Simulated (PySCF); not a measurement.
Compound: CH7F2PSi2.
Atom-mapped SMILES: `[F:1][CH:2]([F:3])[SiH2:4][PH:5][SiH3:6]` (hydrogens: H7 on C2; H8, H9 on Si4; H10 on P5; H11, H12, H13 on Si6)

Computed with PySCF, PBE0-D3(BJ)/def2-SVP geometry optimisation, gas phase.

(1) List the bond lengths, angles and torsions at this level.

## Answers

(1) 
```json
{"bond": "F1–C2, C2–F3", "length (Å)": "1.361", "order": "single"}
{"bond": "C2–Si4", "length (Å)": "1.924", "order": "single"}
{"bond": "Si4–P5", "length (Å)": "2.255", "order": "single"}
{"bond": "P5–Si6", "length (Å)": "2.273", "order": "single"}
{"bond": "C2–H7", "length (Å)": "1.106", "order": "single"}
{"bond": "Si4–H8, Si4–H9", "length (Å)": "1.492", "order": "single"}
{"bond": "P5–H10", "length (Å)": "1.430", "order": "single"}
{"bond": "Si6–H11, Si6–H12, Si6–H13", "length (Å)": "1.492", "order": "single"}
```

Bonds in one row agree within 0.01 Å and their mean is given. Orders are formal, as drawn. A selection of angles:
```json
{"angle": "F1–C2–F3", "degrees": "107.9"}
{"angle": "F1–C2–Si4", "degrees": "109.1"}
{"angle": "F1–C2–H7", "degrees": "107.4"}
{"angle": "Si4–C2–H7", "degrees": "114.3"}
{"angle": "C2–Si4–P5", "degrees": "106.2"}
{"angle": "C2–Si4–H8", "degrees": "108.0"}
{"angle": "P5–Si4–H8", "degrees": "110.0"}
{"angle": "P5–Si4–H9", "degrees": "114.9"}
{"angle": "H8–Si4–H9", "degrees": "110.2"}
{"angle": "Si4–P5–Si6", "degrees": "97.7"}
{"angle": "Si4–P5–H10", "degrees": "93.9"}
{"angle": "Si6–P5–H10", "degrees": "94.8"}
{"angle": "P5–Si6–H11", "degrees": "108.2"}
{"angle": "P5–Si6–H12", "degrees": "113.7"}
{"angle": "P5–Si6–H13", "degrees": "106.2"}
{"angle": "H11–Si6–H12", "degrees": "110.0"}
```

Dihedral angles: F1–C2–Si4–P5 60° (synclinal); C2–Si4–P5–Si6 -70° (synclinal). The mirror-image conformer, all signs reversed, is as good.

Of the pairs four or more bonds apart, F1···Si6 is among the closest relative to their van der Waals radii: 3.26 Å, 91 % of the sum of Bondi's values. Si4 (SiH2 silicon) is distorted tetrahedral (angles from 106.2° to 114.9°). Si6 (SiH3 silicon) is distorted tetrahedral (angles from 106.2° to 113.7°). P5 (three-coordinate phosphorus) is pyramidal (angles 97.7°, 94.8° and 93.9°, sum 286.3°, 0.97 Å off the plane of its three neighbours).

Point group: C1 (no symmetry element, even within 0.4 Å). No PBE0-D3(BJ)/def2-SVP frequencies stand behind this structure, so it isn't proved a minimum. One conformer, not necessarily the lowest.
